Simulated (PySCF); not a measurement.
Species: C₃H₃FN₂S.
Atom-mapped SMILES: `[NH2:1][c:2]1[cH:3][s:4][n:5][c:6]1[F:7]` (hydrogens: H8, H9 on N1; H10 on C3)

Cartesian coordinates in Å at the GFN2-xTB level; atoms count from 1:
```
atom  x, y, z in Å
N1    -1.5835   -0.0560   -0.0069
C2    -0.2093   -0.0860   -0.0318
C3     0.6168   -1.1686   -0.1860
S4     2.2560   -0.6501   -0.2712
N5     1.8946    0.9261   -0.0997
C6     0.6109    1.0795    0.0088
F7     0.0905    2.2985    0.1722
H8    -1.9847    0.7779    0.3930
H9    -2.0423   -0.9124    0.2571
H10    0.3599   -2.2042   -0.2581
```

The calculation used PySCF, TDDFT B3LYP/def2-SVPD, vertical, gas phase, core orbitals frozen in the response.

Orbital energies (eV): HOMO-3 -9.75, HOMO-2 -8.59, HOMO-1 -7.49, HOMO -6.29, LUMO -1.08, LUMO+1 -0.11, LUMO+2 0.00.

Computed singlets:

```tsv
state	E (eV)	f
S1	4.81	0.124
S2	5.14	0.0004
S3	5.29	0.0023
S4	6.03	0.046
S5	6.08	0.0062
S6	6.19	0.0050
S7	6.23	0.0017
S8	6.45	0.0053
```

Which orbital pair leads each of S1, S2 and S4, and how does its energy difference Δε compare with the excitation energy?

```
state  leading configuration  weight  Δε (eV)  E (eV)  E − Δε (eV)       f  other configurations
   S1              HOMO→LUMO    0.95     5.21    4.81        -0.40   0.124                     –
   S2            HOMO→LUMO+1    0.97     6.17    5.14        -1.04  0.0004                     –
   S4            HOMO-1→LUMO    0.86     6.41    6.03        -0.37   0.046                     –
```

E − Δε runs from -1.04 to -0.37 eV. Among themselves, these states come in the order of their orbital differences.

H and L stand for HOMO and LUMO. The other states: S3 5.29 eV, f 0.0023, H→L+2 (98%); S5 6.08 eV, f 0.0062, H-2→L (55%), H-1→L+1 (36%); S6 6.19 eV, f 0.0050, H→L+3 (72%), H-2→L (15%), H-1→L+1 (8%); S7 6.23 eV, f 0.0017, H-1→L+1 (47%), H-2→L (27%), H→L+3 (22%); S8 6.45 eV, f 0.0053, H→L+4 (88%).

Which computed triplets share their leading configuration (75% or more) with a singlet, and how far apart are the partners?

```
configuration  triplet  E(T) (eV)  singlet  E(S) (eV)  E(S) − E(T) (eV)
    HOMO→LUMO       T1       3.45       S1       4.81             +1.36
  HOMO-1→LUMO       T2       4.21       S4       6.03             +1.83
  HOMO→LUMO+1       T3       4.85       S2       5.14             +0.28
```

The 3 triplets are Tamm–Dancoff values, the singlets full response.

Summed over the main configurations (up to three a state, each over 8%) of all 8 singlets, the electron leaves HOMO with weight 4.72, HOMO-1 with weight 1.78 and HOMO-2 with weight 0.97.
